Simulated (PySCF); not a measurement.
CH₅NSeSi₂.
Bonds: N1–C2 (triple), C2–Si3, Si3–Se4, Se4–Si5. Hydrogens: H6, H7 on Si3; H8, H9, H10 on Si5.

Computed, not measured: PySCF, PBE0-D3(BJ)/def2-SVP geometry optimisation, gas phase.

Question: What internal coordinates does the optimisation give?

Answer: 
```csv
bond,length (pm)
N1≡C2,116.0
C2–Si3,186.0
Si3–Se4,226.8
Se4–Si5,230.0
"Si3–H6, Si3–H7",148.7
"Si5–H8, Si5–H9, Si5–H10",149.0
```

Bonds in one row agree within 1 pm and their mean is given. A selection of angles:
```csv
angle,degrees
N1–C2–Si3,178.3
C2–Si3–Se4,109.8
C2–Si3–H6,105.9
C2–Si3–H7,108.0
Se4–Si3–H6,112.6
Se4–Si3–H7,108.3
H6–Si3–H7,112.1
Si3–Se4–Si5,95.0
Se4–Si5–H8,110.5
Se4–Si5–H9,105.1
Se4–Si5–H10,109.8
H8–Si5–H9,110.9
H8–Si5–H10,109.7
```

Dihedral angles: C2–Si3–Se4–Si5 -62° (synclinal). The mirror-image conformer, all signs reversed, is as good.

Se4 (selenium bonded to 2 Si) is bent (angle 95.0°). Si3 (SiH2 silicon) is distorted tetrahedral (angles from 105.9° to 112.6°). Si5 (SiH3 silicon) is distorted tetrahedral (angles from 105.1° to 110.9°). The 2 Se–Si bonds span 2.268 Å (Si3–Se4, drawn single) to 2.300 Å (Se4–Si5, drawn single), a spread of 0.032 Å.

Point group: C1 (no symmetry element, even within 0.4 Å). PBE0-D3(BJ)/def2-SVP frequencies: not computed here. The numbers are those of one conformer.
